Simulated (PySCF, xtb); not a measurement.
Cl4Ti, SMILES [Ti]([Cl])([Cl])([Cl])[Cl], multiplicity 1.

Harmonic wavenumbers (cm⁻¹) from GFN2-xTB (xtb 6.7.1) at its own minimum, in rising order: 109, 109, 112, 112, 112, 322, 446, 446, 446.

Question: What does PySCF with B3LYP-D3(BJ)/def2-SVP give at its own minimum? (The exact figures need the calculation; the answer reports its results.)

Answer: 117, 117, 137, 137, 137, 383, 502, 502, 502. Paired by order, the mean absolute difference is 36 cm⁻¹ and the zero-point energies are 3.2 and 3.6 kcal/mol.
